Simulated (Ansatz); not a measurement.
Reaction (cleavage of the Si–Ge bond): `[F][Ge]([F])([SiH3])[Cl]` + CH₃OH → `CO[SiH3]` + `[F][GeH]([F])[Cl]`

Computed with Ansatz on PBE0-D4/def2-TZVP structures; ΔE is electronic, products minus reactants. CCSD(T)/CBS adds triple-zeta CCSD(T) − MP2 to the extrapolated MP2 energy (def2 sets, frozen cores). This one scheme is used for every species. DFT in def2-TZVPP. For Ge outer-core shells are correlated without core-valence functions, which leaves a few kJ/mol of doubt a bond. Scalar relativity is left out up to krypton.

`[F][Ge]([F])([SiH3])[Cl]`:

Z-matrix (Å, degrees):
```
Ge
F 1 1.725
Si 1 2.383 2 112.3
F 1 1.724 2 103.8 3 121.5
Cl 1 2.130 2 106.2 3 -126.7
H 3 1.481 1 106.9 2 178.4
H 3 1.481 1 106.9 2 -62.1
H 3 1.481 1 107.6 2 58.2
```

CH₃OH:

```xyz
6

C    -0.135    0.197    0.264
O    -0.115   -0.804   -0.727
H    -1.117    0.159    0.737
H     0.002    1.202   -0.155
H     0.623    0.034    1.040
H     0.741   -0.788   -1.159
```

`CO[SiH3]`:

Z-matrix (Å, degrees):
```
C
O 1 1.408
H 1 1.091 2 108.3
H 1 1.096 2 111.5 3 119.2
H 1 1.096 2 111.5 3 -119.2
Si 2 1.642 1 122.4 3 -179.7
H 6 1.481 2 106.5 1 179.8
H 6 1.490 2 110.9 1 59.7
H 6 1.490 2 110.9 1 -60.1
```

`[F][GeH]([F])[Cl]`:

Z-matrix (Å, degrees):
```
Ge
F 1 1.713
Cl 1 2.109 2 107.8
F 1 1.713 2 105.2 3 -114.9
H 1 1.520 2 110.6 3 125.7
```

CCSD(T)/CBS gives -60.3 kJ/mol.

Another level gave -64.0 kJ/mol. Which?
A. r2SCANh/def2-TZVPP
B. CCSD(T)/def2-TZVPP
C. PBE/def2-TZVPP
D. LDA (SPW92)/def2-TZVPP

B. CCSD(T)/def2-TZVPP -64.0, r2SCANh -58.6, PBE -40.6, LDA (SPW92) -47.0 kJ/mol.

Largest T1 diagnostic among the species: 0.012.

At CCSD(T), def2-SVP lies −3.4 kJ/mol from the extrapolated value and def2-TZVPP −3.7 kJ/mol. From BLYP to BHLYP (50 % exact exchange), in def2-TZVPP and without D4, ΔE moves by −17.4 kJ/mol. Leaving LDA and LC-ωPBE aside and taking each functional with its dispersion term where it has one, the values, not all of them listed here, spread over 26.8 kJ/mol, from BHLYP-D4 to PBE-D4. LDA lies −6.4 kJ/mol from PBE without D4.
